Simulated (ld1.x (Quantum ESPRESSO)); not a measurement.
## Which change was made? (Cl, PAW)

```
Element                 : chlorine
Generator               : ld1.x (Quantum ESPRESSO) 7.5
Type                    : PAW
Functional              : PBE
Relativity              : scalar-relativistic
Frozen core             : [Ne]
Valence charge          : 7
Reference configuration : 3s2 3p3 (charge +2)
Partial waves           : 3s (bound): rcut 1.25, rcutus 1.35 bohr; 3s channel at -0.05 Ry: rcut 1.25, rcutus 1.35 bohr; 3p (bound): rcut 0.80, rcutus 1.00 bohr; 3p channel at -1.3 Ry: rcut 0.80, rcutus 1.00 bohr
Local potential         : all-electron potential smoothed inside 0.85 bohr (lloc = -2)
Core correction         : Bessel-smoothed model core inside 0.95 bohr
Augmentation charge     : PSQ, inside the norm-conserving radii
```

Cutoffs, loose and tight: the cutoffs (Ry, on a coarse ladder) from which the occupation-weighted sum of valence levels, in a spherical-Bessel basis at the reference potential, stays within 10 and 1 mRy of its value at 400 Ry. They do not see the model core or the augmentation charge, which bear on the density cutoff. Test errors are all-electron minus pseudo excitation energies from the reference, over the configurations 3s2 3p5; 3s2 3p4; 3s2 3p2; 3s2 3p1; 3s1 3p6; 3s2 3p4.5; 3s2 3p5.3; variants that change the core or the reference have their own tests.

The base gives: outcome: generated; cutoff, loose: 55 Ry; cutoff, tight: 70 Ry; bound ghosts: p; largest test error (meV): -43.

Q: After one change the result is: outcome: generated; cutoff, loose: 15 Ry; cutoff, tight: 35 Ry; bound ghosts: none; largest test error (meV): -38. Which change was it?
A. waves 3s (bound): rcut 1.25, rcutus 1.96 bohr; 3s channel at -0.05 Ry: rcut 1.25, rcutus 1.96 bohr
B. type RRKJ; waves now 3s (bound): rc 1.35 bohr; 3p (bound): rc 1.00 bohr; local potential all-electron potential smoothed inside 1.25 bohr (lloc = -1); rho0 0.01
C. local potential all-electron potential smoothed inside 1.08 bohr (lloc = -2)
D. all radii but the core radius scaled by about 1.21 (s 1.64, p 1.20 bohr, rcut 1.52/0.96); local potential all-electron potential smoothed inside 1.02 bohr (lloc = -2)

A: D. The others give: waves 3s (bound): rcut 1.25, rcutus 1.96 bohr; 3s channel at -0.05 Ry: rcut 1.25, rcutus 1.96 bohr → outcome: generated; cutoff, loose: 55 Ry; cutoff, tight: 70 Ry; bound ghosts: p; largest test error (meV): -21 | local potential all-electron potential smoothed inside 1.08 bohr (lloc = -2) → outcome: generated; cutoff, loose: 80 Ry; cutoff, tight: 140 Ry; bound ghosts: p; largest test error (meV): -44 | type RRKJ; waves now 3s (bound): rc 1.35 bohr; 3p (bound): rc 1.00 bohr; local potential all-electron potential smoothed inside 1.25 bohr (lloc = -1); rho0 0.01 → outcome: generated; cutoff, loose: 120 Ry; cutoff, tight: 140 Ry; bound ghosts: none; largest test error (meV): +81.
